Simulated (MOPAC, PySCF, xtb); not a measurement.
Complex: N2 (SMILES N#N) (first 2 atoms) with CH4O (SMILES CO); geometry from B3LYP-D3(BJ)/def2-TZVP, rigid monomers moved along the line of their centres of mass till N2···H8 is 2.14 Å.
(charge 0, multiplicity 1):
```xyz
8

N      0.320     0.453    -0.179
N     -0.026     0.683     0.829
C      0.226    -0.289     4.085
O     -1.023     0.192     3.613
H      0.710    -0.960     3.366
H      0.026    -0.852     4.996
H      0.918     0.525     4.328
H     -0.872     0.672     2.792
```

Monomers are frozen at their geometry in the pair; levels with a basis set take the counterpoise correction. Rows marked so take none.

Rows in 3-21G, 6-31G* carry no dispersion term and start afresh at each structure (6-31G* with six Cartesian d functions). The state that PM6 reach isn't checked.

Run with MOPAC for PM6 (differences of heats of formation); PySCF for 3-21G rows, 6-31G* rows; xtb for the GFN methods. 

### Question
One of these levels gives -4.4 kJ/mol for the interaction energy. Which one is it?
(A) PM6
(B) B3LYP/6-31G* (no counterpoise)
(C) B3LYP/3-21G (no counterpoise)
(D) GFN1-xTB

### Answer
B, B3LYP/6-31G* (no counterpoise). The others give 0.5 (PM6), -7.6 (GFN1-xTB), -16.2 (B3LYP/3-21G (no counterpoise))
